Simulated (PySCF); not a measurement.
Structure problem from calculated spectra and properties.

Elements present: C, Ge, H and S. Monoisotopic mass: 123.9402 u.

- Triplet: lowest triplet excitation (Tamm–Dancoff): 5.45 eV [TDA CAM-B3LYP/def2-SVPD]
- Polarisability: 67.0 au [CAM-B3LYP/def2-SVPD]
- 13C NMR: chemical shifts (computed TMS as zero) by class: 2.4 (1 C) ppm [GIAO PBE0/pcSseg-1]
- Rotational structure: rotational constants A, B, C: 10.896, 3.169, 2.613 GHz [PBE0-D3(BJ)/def2-SVP]
- Valence photoelectron: vertical ionisation energy: 9.46 eV [ΔSCF CAM-B3LYP/def2-SVPD]
- UV, first state: lowest singlet excitation: 5.84 eV (212 nm, f = 0.001) [TDDFT CAM-B3LYP/def2-SVPD]
- 1H NMR: chemical shifts (computed TMS as zero) by class: 4.77 (2 H), 0.52 (3 H), -0.07 (1 H) ppm [GIAO PBE0/pcSseg-1]

Gas-phase values; electronic properties from PySCF, density fitting. Levels stand in brackets. Isolated species at its PBE0-D3(BJ)/def2-SVP geometry (one conformer only). Relativistic effects, spin–orbit coupling among them, are left out although an element past zinc is present. Each NMR value is the plain mean over a class of atoms that symmetry, rotation or inversion makes alike.

Problem. Which formula fits the mass and the elements?

Solution. CH6GeS (calculated 123.9402). No other formula that holds each of these elements comes within 0.0003 u with a fitting electron parity and a possible valence count.

Problem. What is the compound? Reason from the data.

Solution. Numbering: `[CH3:1][GeH2:2][SH:3]`. The one carbon: sp3 carbon bound to germanium [C1] (2.4 ppm). Hydrogen classes from least to most shielded: 2 H on a germanium bonded to C, S and 2 H, Ge2 (4.77 ppm), 3 H on an sp3 carbon bound to germanium, C1 (0.52 ppm), 1 H on a sulfur bonded to Ge and H, S3 (-0.07 ppm). The first electron is taken from the HOMO, whose largest Löwdin shares are 0.76 on the sulfur bonded to Ge and H, 0.09 on the germanium bonded to C, S and 2 H, 0.06 on the S–H hydrogen and 0.05 on the sp3 carbon bound to germanium. By its constants the optimised geometry is an asymmetric top. Structure: `[CH3][GeH2][SH]`. Computed isomers that give other values at the same levels: `C[S][GeH3]` (rotational constant A: 13.312 GHz; this holds for the one conformer computed); `[H][Ge]([H])([H])[S]C` (lowest singlet excitation: 5.32 eV (233 nm, f = 0.009)). The assignments are read from this structure; whether some other isomer fits the data as well wasn't checked. NMR values of atoms bound to Ge lack the spin–orbit term that these neighbours bring.

The values belong to the conformer `[CH3:1][GeH2:2][SH:3]`: H–S3–Ge2–C1 -65°.
